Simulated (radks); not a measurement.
Effect of the nuclear size on the terbium ion Tb15+, [Kr] 4d10 4f4. All-electron calculation, Dirac Kohn-Sham, exchange-only LDA, spin-unpolarised, spherical densities, finite nucleus; open shells fill j = l - 1/2 first; Fermi nuclear charge, rms radius 5.06 fm. Program: a radial shooting solver on a logarithmic mesh with Libxc functionals. The rms radius is varied about that value; shifts are against it.

| rms radius (fm) | total energy shift (eV) | density at nucleus (e/bohr^3) | 1s1/2 shift (meV) | 2s1/2 shift (meV) | 4s1/2 shift (meV) | 4p1/2 shift (meV) | 5s1/2 (empty) shift (meV) | 4f5/2 shift (meV) |
|---|---|---|---|---|---|---|---|---|
| 4.4629 | -4.97 | 7.063e+05 | -2050 | -266 | -14.2 | 0.146 | -3.98 | 0.287 |
| 4.8323 | -1.95 | 6.917e+05 | -803 | -104 | -5.55 | 0.057 | -1.56 | 0.113 |
| 5.06 | 0 | 6.834e+05 | 0.000 | 0.000 | 0.000 | 0.000 | 0.000 | 0.000 |
| 5.3535 | 2.61 | 6.733e+05 | 1080 | 140 | 7.43 | -0.076 | 2.09 | -0.151 |
| 5.8241 | 7.02 | 6.586e+05 | 2890 | 376 | 20.0 | -0.204 | 5.62 | -0.406 |

Slopes of the eigenvalues against <r^2> in GHz/fm^2, as finite differences over the two radii next to the reference (eigenvalue slopes, not the field-shift constants of lines): 1s1/2 85600, 2s1/2 11100, 4s1/2 591, 4p1/2 -6.07, 5s1/2 (empty) 166, 4f5/2 -12.0.
